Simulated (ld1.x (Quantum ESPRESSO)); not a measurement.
Lu (Z = 71), PAW: configuration errors across variants

- Element: lutetium
- Generator: ld1.x (Quantum ESPRESSO) 7.5
- Type: PAW
- Functional: revPBE
- Relativity: scalar-relativistic
- Frozen core: [Kr] 4d10 4f14
- Valence charge: 11
- Reference configuration: 5s2 5p6 5d2 6s1 6p0
- Partial waves: 5s (bound): rcut 1.50, rcutus 1.90 bohr; 6s (bound): rcut 1.50, rcutus 1.90 bohr; 5p (bound): rcut 1.85, rcutus 2.05 bohr; 6p (bound, empty): rcut 1.85, rcutus 2.05 bohr; 5d (bound): rcut 2.40, rcutus 2.75 bohr; 5d channel at 0.9 Ry: rcut 2.40, rcutus 2.75 bohr
- Local potential: all-electron potential smoothed inside 1.75 bohr (lloc = -2)
- Core correction: Bessel-smoothed model core inside 1.05 bohr
- Augmentation charge: BESSEL, radius 1.70 bohr

All-electron excitation energies from the reference (eV): (1) 5s2 5p6 5d1 6s2 6p0 -2.999; (2) 5s2 5p6 5d1 6s1 6p0 4.290; (3) 5s2 5p6 5d1 6s0 6p0 17.414; (4) 5s2 5p6 5d1 6s1.5 6p0 -0.041; (5) 5s2 5p6 5d0 6s2 6p1 -2.092; (6) 5s2 5p6 5d1 6s0 6p1 8.479; (7) 5s1 5p6 5d1 6s2 6p0 64.045.

The overlap operator is not positive definite (basis up to 400 Ry) in “waves 5d (bound): rcut 2.40, rcutus 3.06 bohr; 5d channel at 0.9 Ry: rcut 2.40, rcutus 3.06 bohr”. Such files are unfit for use, however small their errors in these radial tests.

Errors AE − PS in meV (a dash: test not solved or not reliable):

```csv
change,(1),(2),(3),(4),(5),(6),(7),bound ghosts
base,-0.4,-10,-43,-3.4,-34,-21,-564,none
"waves 5d (bound): rcut 1.68, rcutus 1.78 bohr; 5d channel at 0.9 Ry: rcut 1.68, rcutus 1.78 bohr",+1.5,-10,-43,-2.5,-30,-23,-564,none
"waves 5d (bound): rcut 2.14, rcutus 2.26 bohr; 5d channel at 0.9 Ry: rcut 2.14, rcutus 2.26 bohr",+1.2,-10,-43,-2.6,-31,-22,-567,none
"waves 5d (bound): rcut 2.40, rcutus 2.70 bohr; 5d channel at 0.9 Ry: rcut 2.40, rcutus 2.70 bohr",-0.1,-10,-43,-3.3,-34,-22,-564,none
"waves 5d (bound): rcut 2.40, rcutus 3.06 bohr; 5d channel at 0.9 Ry: rcut 2.40, rcutus 3.06 bohr",-0.3,+0.2,-6.3,-0.3,-30,-2.2,-479,not determined (overlap not positive)
"waves 5d (bound): rcut 2.40, rcutus 4.12 bohr; 5d channel at 0.9 Ry: rcut 2.40, rcutus 4.12 bohr",+38,+9.5,-31,+23,+184,-3.4,-562,none
```

**Question.** Give the same row for: waves 5d (bound): rcut 2.40, rcutus 3.62 bohr; 5d channel at 0.9 Ry: rcut 2.40, rcutus 3.62 bohr.

**Answer.** +7.9, -4.7, -41, +2.9, +29, -15, -576; bound ghosts: none.
